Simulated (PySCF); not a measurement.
Species: C5H8ClF3Si.
Z-matrix (Å and degrees, GFN2-xTB geometry), rows numbered from 1:
```
F 
C   1  1.3448
F   2  1.3380  1  106.16
F   2  1.3380  1  106.31  3   113.57
C   2  1.5211  1  110.86  3  -122.98
Cl  5  1.7846  2  107.29  1   176.21
C   5  1.5122  2  111.41  1   -61.72
C   7  1.5444  5  112.98  2   177.87
C   8  1.5425  7  100.36  5   112.47
Si  9  1.9112  8   91.74  7     7.52
H   5  1.0967  2  107.21  1    61.74
H   7  1.0917  5  106.99  2    53.78
H   8  1.0883  7  110.95  5  -129.37
H   8  1.0892  7  112.73  5    -7.97
H   9  1.0875  8  112.04  7  -109.64
H   9  1.0869  8  113.54  7   128.77
H  10  1.4623  7  110.78  5   137.07
H  10  1.4544  7  118.50  5     5.21
```

NICS is the negative of the GIAO shielding at a point without a nucleus: at the ring centre (0) and 1 Å above and below it (1); zz is the component along the ring normal. Level: GIAO PBE0/pcSseg-1 (PySCF, non-relativistic, gas phase) on the GFN2-xTB geometry, one conformer.

Ring bond lengths (Å), with Mayer bond orders in brackets: C7–C8 1.544 (0.98), C8–C9 1.542 (1.00), C9–Si10 1.911 (0.93), Si10–C7 1.931 (0.85).

Problem. Give the NICS values of each ring in ppm.

Solution. 
```csv
ring,type,NICS(0),"NICS(1), two faces","NICS(1)zz, two faces",rms pucker (Å),"centre to ring atoms, mean (Å)"
C7–C8–C9–Si10,4-membered ring with Si; formal bonds all single,1.1,-0.5 / -0.4,1.6 / 3.9,0.05,1.22
```

Problem. What do they say, and how far can they be read as aromaticity?

Solution. 
- C7–C8–C9–Si10: mean NICS(1)zz 2.7 ppm, near zero. C7, C8, C9, Si10 have four or more neighbours, and the NICS criterion for π rings isn't applied.

Problem. At the second NICS(1) probe listed for ring C7–C8–C9–Si10, 1 Å off the ring, how large is the induced field along the normal in 1 T applied along it?

Solution. NICSzz × B0 = 3.9 ppm × 1 T = 4 μT, along the applied field.

Problem. Give the inner angles of the rings and the Hirshfeld charges of the ring atoms.

Solution. 
- C7–C8–C9–Si10: C7 90.9° (-0.128 e), C8 100.4° (-0.073 e), C9 91.7° (-0.167 e), Si10 76.2° (+0.324 e); sum 359.2° against 360° for a flat convex ring.
